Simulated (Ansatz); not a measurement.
Reaction (atomization): `OB(S)Cl` → B• + Cl• + 2 H• + O• + S•

Program: Ansatz. Geometries: PBE0-D4/def2-TZVP. ΔE: electronic, gas phase. CCSD(T)/CBS is the MP2 limit (def2-TZVPP, def2-QZVPP) plus CCSD(T) − MP2 in def2-TZVPP, frozen cores. This one scheme is used for every species, atoms too. DFT in def2-TZVPP. No spin–orbit coupling; open shells (•) take unrestricted orbitals. Spin–orbit coupling would lower the free atoms: a little for B, Cl, O, S. Each species was taken in one conformer, which may not be the lowest.

CCSD(T)/CBS gives +2237.8 kJ/mol.

Problem. Another level gave +2149.8 kJ/mol. Which?
A. BHLYP-D4/def2-TZVPP
B. MP2/def2-TZVPP
C. r2SCAN/def2-TZVPP
D. r2SCAN0/def2-TZVPP

Solution. A. BHLYP-D4 2149.8, r2SCAN 2267.7, r2SCAN0 2216.5, MP2/def2-TZVPP 2253.7 kJ/mol.

Largest T1 diagnostic among the species: 0.014.

In def2-TZVPP, CCSD(T) changes the Hartree–Fock value by +551.9 kJ/mol (the triples alone add +44.7 kJ/mol) and MP2 by +633.3 kJ/mol; breaking electron pairs costs correlation energy, which Hartree–Fock lacks. From BLYP to BHLYP (50 % exact exchange), in def2-TZVPP and without D4, ΔE moves by −71.1 kJ/mol: exact exchange takes away binding that semilocal exchange gives to molecules.

For atomizations the MP2-based limit and the directly extrapolated one differ by several kJ/mol either way, and by 10 to 25 for some Ge, Se and Sn compounds, so smaller differences from it don't rank the levels.
